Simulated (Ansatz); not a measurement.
Total energies of `[OH2+][Cu-][Br]`.

```xyz
5

O     0.806   -0.529   -0.472
Cu   -0.507    0.687    0.340
Br   -1.997    2.027    1.257
H     0.502   -1.008   -1.250
H     1.196   -1.177    0.124
```

Total charge 0; spin multiplicity 1. Correlated methods include outer-core shells of Br, Cu, which these sets cover unevenly. Scalar relativity is left out up to krypton. The structure was optimised at the PBE0-D4/def2-TZVP level. It is one conformer, not always the lowest. Basis def2-TZVPP, Ansatz 0.2.0.

RPA on PBE orbitals: Hartree–Fock energy of these orbitals -4287.42654 Eh, correlation -1.83392 Eh (frozen core).

```csv
functional,energy without D4 (Eh),D4 term (kJ/mol)
PBE,-4290.51527,-7.4
revPBE,-4290.87861,-19.4
BLYP,-4291.33539,-15.8
r2SCAN,-4291.16154,-1.7
B97M-V,-4290.39831,–
PBE0,-4290.60183,-6.3
B3LYP,-4291.30685,-12.1
r2SCANh,-4291.13452,-1.8
r2SCAN0,-4291.09610,-2.1
LC-ωPBE,-4290.62285,–
ωB97X-V,-4290.80169,–
ωB97M-V,-4290.96592,–
B2PLYP,-4290.62349,–
PBE-QIDH,-4290.15614,–
```

Question: Give the same for LDA (SPW92), HSE06 (plane-wave form), BHLYP, CAM-B3LYP. (An estimate is asked.)

Answer: Ansatz gave: 
```
             functional  energy without D4 (Eh)  D4 term (kJ/mol)
            LDA (SPW92)             -4284.36093                 –
HSE06 (plane-wave form)             -4290.59990              -6.0
                  BHLYP             -4291.11750             -10.9
              CAM-B3LYP             -4291.43463              -6.5
```

B3LYP takes the VWN-RPA correlation (the form of Gaussian; ORCA's B3LYP/G). HSE06 is the plane-wave form, built on full-range PBE exchange. The double hybrids freeze the cores in their second-order part.

LC-ωPBE has ω = 0.4 bohr⁻¹.
